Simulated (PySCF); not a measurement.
Predicted microwave data (PySCF 2.14.0, PBE0-D3(BJ)/def2-SVP geometry optimisation, gas phase) for one isomer of C9H10F2:

```
Rotational constants : A = 2262, B = 809.7, C = 723.1 MHz
Dipole components    : |μa| = 0.61 D, |μb| = 1.62 D, |μc| = 1.34 D
Inertial defect      : -148.70 u·Å²
κ                    : -0.89
```

**Question.** Which structure is it? (One computed conformer of each.)
A. `[CH3:1][C:2]([F:3])([F:4])[CH2:5][c:6]1[cH:7][cH:8][cH:9][cH:10][cH:11]1` with C1–C2–C5–C6 -56°, C2–C5–C6–C7 106°
B. `C#C[C@@H]1C[C@H]2C[C@H]([C@@H]2F)[C@@H]1F`
C. `[CH3:1][C@@H:2]1[CH2:3][C@@:4]12[C:5]([F:6])=[CH:7][CH:8]=[C:9]2[CH2:10][F:11]` with C8–C9–C10–F11 -135°

**Answer.** B. It is C#C[C@@H]1C[C@H]2C[C@H]([C@@H]2F)[C@@H]1F, an asymmetric top, point group C1. The candidates at the same level (rigid rotor, commonest isotopes):

```tsv
SMILES	A (MHz)	B (MHz)	C (MHz)	μa (D)	μb (D)	μc (D)	Δ (u·Å²)	point group	rotor
CC(F)(F)Cc1ccccc1	2515	651.4	595.4	1.54	1.26	0.44	-128.04	C1	near-prolate asymmetric top
C[C@@H]1C[C@@]12C(F)=CC=C2CF	1577	1011	719.5	0.46	0.02	1.15	-118.24	C1	asymmetric top
C#C[C@@H]1C[C@H]2C[C@H]([C@@H]2F)[C@@H]1F	2262	809.7	723.1	0.61	1.62	1.34	-148.70	C1	asymmetric top
```

`CC(F)(F)Cc1ccccc1` has B 20 % too low; `C[C@@H]1C[C@@]12C(F)=CC=C2CF` has A 30 % too low. No structure here is proved a minimum.
